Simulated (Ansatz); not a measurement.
C2H5NOSi, SMILES `C=C1O[SiH]1N`, relaxed with RKS PBE-D4/def2-SVP in Ansatz 0.2.0 from a rough embedded geometry. The force threshold is 0.03 eV/Å; the program also tests the step.

Charge 0, multiplicity 1.

Start:

```xyz
10

C    -0.912    0.515    1.796
C    -0.350   -0.029    0.756
O     0.867   -0.454    0.562
Si   -0.087   -0.774   -0.802
N     0.595    0.185   -1.986
H    -0.380    0.794    2.662
H    -1.958    0.845    1.717
H    -0.039   -2.197   -1.074
H     0.663    1.188   -1.641
H     1.601   -0.073   -1.990
```

```json
{"step": "1", "energy (eV)": "-13551.3019", "largest force (eV/Å)": "3.117", "largest move (Å)": "0.000"}
{"step": "2", "energy (eV)": "-13551.9794", "largest force (eV/Å)": "1.450", "largest move (Å)": "0.196"}
{"step": "3", "energy (eV)": "-13552.1808", "largest force (eV/Å)": "0.768", "largest move (Å)": "0.196"}
{"step": "4", "energy (eV)": "-13552.1946", "largest force (eV/Å)": "0.763", "largest move (Å)": "0.195"}
{"step": "5", "energy (eV)": "-13552.2680", "largest force (eV/Å)": "0.510", "largest move (Å)": "0.137"}
{"step": "6", "energy (eV)": "-13552.2997", "largest force (eV/Å)": "0.189", "largest move (Å)": "0.200"}
{"step": "7", "energy (eV)": "-13552.3012", "largest force (eV/Å)": "0.148", "largest move (Å)": "0.179"}
{"step": "8", "energy (eV)": "-13552.3019", "largest force (eV/Å)": "0.233", "largest move (Å)": "0.121"}
{"step": "9", "energy (eV)": "-13552.3063", "largest force (eV/Å)": "0.169", "largest move (Å)": "0.089"}
{"step": "10", "energy (eV)": "-13552.3072", "largest force (eV/Å)": "0.350", "largest move (Å)": "0.042"}
{"step": "11", "energy (eV)": "-13552.3091", "largest force (eV/Å)": "0.029", "largest move (Å)": "0.009"}
```

End:

```xyz
10

C    -1.050    0.556    1.893
C    -0.346   -0.040    0.921
O     0.961   -0.583    0.941
Si    0.230   -0.718   -0.640
N     0.754    0.234   -1.959
H    -0.625    0.683    2.901
H    -2.066    0.922    1.691
H     0.005   -2.116   -1.105
H     0.913    1.239   -1.876
H     1.223   -0.176   -2.768
```

Run time 10 s (4 threads of an Arm Neoverse V2 on a shared host); peak host memory 0.15 GiB.
